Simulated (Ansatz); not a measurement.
Spectroscopic constants of AgC, multiplicity 4 (lowest of 2S+1 = 2, 4 at CCSD(T)/def2-TZVPP on PBE0 minima; our sources give no spin for the ground state, which may be another). No spin–orbit coupling.

The constants come from a fifth-degree fit in 1/R (seven points, main isotopes). Runs in def2 and cc sets follow the lowest solution found near the PBE0 minimum.

Run with Ansatz (a program for electronic structure) with Gaussian orbitals. Each number belongs to the level named beside it. In def2 rows elements past Kr take small-core potentials, without spin–orbit coupling.

Energies at PBE0/def2-TZVPP:

```
R (Å)       E (hartree)
--------  -------------
1.871642  -184.83142043
1.921955  -184.83415220
1.968243  -184.83545574
2.020568  -184.83581502
2.072894  -184.83524457
2.133269  -184.83370901
2.203707  -184.83106740
```

Question: With a reduced mass of 10.7890 u, find the minimum, the force constant and the constants.

Answer: A fifth-degree polynomial in 1/R puts the minimum at r_e = 2.0125 Å with force constant 153 N/m. Then ω_e = (1/2πc)√(k/μ) = 491 cm⁻¹ and B_e = h/(8π²cμr_e²) = 0.3858 cm⁻¹; the cubic and quartic terms give α_e = 0.0041 and ω_e x_e = 4.1 cm⁻¹.
